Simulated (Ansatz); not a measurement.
Reactions of ClFOSW (`[O]=[W]([F])(=[S])[Cl]`).

Calculated with Ansatz (gas phase, PBE0-D4/def2-TZVP geometries, no zero-point term in ΔE). CCSD(T)/CBS is the MP2 limit (def2-TZVPP, def2-QZVPP) plus CCSD(T) − MP2 in def2-TZVPP, frozen cores. This one scheme is used for every species. Functionals use def2-TZVPP. Elements past krypton have def2 core potentials. For Hf, Sc, W outer-core shells are correlated without core-valence functions, which leaves a few kJ/mol of doubt a bond. Scalar relativity is left out up to krypton. Each species was taken in one conformer, which may not be the lowest.

```csv
reaction,revPBE-D4 (eV),B2PLYP (eV),LDA (SPW92) (eV)
`[O]=[W]([F])(=[S])[Cl]` + `CC(F)Cl` → `[CH3][W](=[O])([F])=[S]` + `FC(Cl)Cl`,1.70,1.84,1.71
`[O]=[W]([F])(=[S])[Cl]` + CH₄ → `[CH3][W](=[O])([F])=[S]` + HCl,1.37,1.43,1.32
`[O]=[W]([F])(=[S])[Cl]` + `[OH][Sc]([Cl])[Cl]` → `[O]=[W](=[S])([Cl])[Cl]` + `[OH][Sc]([F])[Cl]`,-0.19,-0.20,-0.19
`[O]=[W]([F])(=[S])[Cl]` + CH₃OH → `C[O][W](=[O])([F])=[S]` + HCl,0.04,0.04,-0.03
`[O]=[W]([F])(=[S])[Cl]` + `[F][Hf]([Cl])([Cl])[Cl]` → `[O]=[W]([F])([F])=[S]` + `[Cl][Hf]([Cl])([Cl])[Cl]`,0.26,0.28,0.24
```

Give the CCSD(T)/CBS values in the same order. (Best estimate.)

Computed: 1.76, 1.30, -0.17, 0.03, 0.27 eV.

Largest T1 diagnostic: 0.023, for `[CH3][W](=[O])([F])=[S]`.
